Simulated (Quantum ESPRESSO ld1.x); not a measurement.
Values are calculated unless marked as measured or tabulated.
Task: All-electron atom: Au in [Xe] 4f14 5d10 6s1. Code: ld1.x of Quantum ESPRESSO 7.5. Model: Dirac Kohn-Sham, LDA (Slater exchange, Perdew-Zunger correlation), spin-unpolarised, spherical densities, point nucleus. Some entries of the table are withheld. Estimate them.

orbital  occ.  eigenvalue (Ry)  <1/r> (bohr^-1)  r(max) (bohr)
1s1/2       2         -5923.39            95.76        0.01042
2s1/2       2         -1044.38            23.53        0.06041
2p1/2       2         -1001.68            23.48        0.04447
2p3/2       4         -866.889            19.13        0.05185
3s1/2       2         -246.451            8.632         0.1700
3p1/2       2         -227.235            8.546            (1)
3p3/2       4         -197.497            7.411            (2)
3d3/2       4         -165.527            7.312         0.1351
3d5/2       6         -159.132            7.054         0.1393
4s1/2       2         -53.4414            3.655         0.3833
4p1/2       2         -45.2524            3.546         0.3814
4p3/2       4         -38.1023            3.150         0.4125
4d3/2       4         -24.6891            2.948         0.4052
4d5/2       6         -23.3577            2.856         0.4148
5s1/2       2         -7.97575            1.482         0.8480
4f5/2       6         -6.13623            2.481            (3)
4f7/2       8         -5.85580            2.445            (4)
5p1/2       2         -5.31035            1.354            (5)
5p3/2       4         -4.08447            1.206            (6)
5d3/2       4         -0.59421           0.8515            (7)
5d5/2       6         -0.48120           0.8084            (8)
6s1/2       1              (9)           0.4498          2.314

Result: 
(1) 3p1/2 r(max) (bohr): 0.1586
(2) 3p3/2 r(max) (bohr): 0.1737
(3) 4f5/2 r(max) (bohr): 0.3726
(4) 4f7/2 r(max) (bohr): 0.3773
(5) 5p1/2 r(max) (bohr): 0.8957
(6) 5p3/2 r(max) (bohr): 0.9766
(7) 5d3/2 r(max) (bohr): 1.193
(8) 5d5/2 r(max) (bohr): 1.236
(9) 6s1/2 eigenvalue (Ry): -0.44881
